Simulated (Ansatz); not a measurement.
Basis-set extrapolation for C2H9BOSi (`BC(C)O[SiH3]`) (PBE0-D4/def2-TZVP geometry, frozen core, the Gaussian-basis code of Ansatz). Multiplicity 1, RHF reference.

```
                      def2-TZVPP   def2-QZVPP
                 HF  -469.543616  -469.561789
    MP2 correlation    -0.810779    -0.867594
CCSD(T) correlation    -0.900393      not run
```

Energies in hartree. Use E(X) = E(∞) + A·exp(−7.88·√X) for Hartree–Fock and E(X) = E(∞) + B·X^(−2.97) for correlation, with X = 3 and 4, and add CCSD(T) minus MP2 of the smaller set to the MP2 limit.

**Question.** What is the CCSD(T) energy at the basis-set limit?

**Answer.** HF limit: -469.561789 + (-0.018173) × 0.13774 = -469.56429. MP2 limit: -0.867594 + (-0.056815) × 0.74074 = -0.90968. Higher-order term: -0.900393 − (-0.810779) = -0.08961. Total: -470.56358 hartree, 313.9 kJ/mol below CCSD(T)/def2-TZVPP.
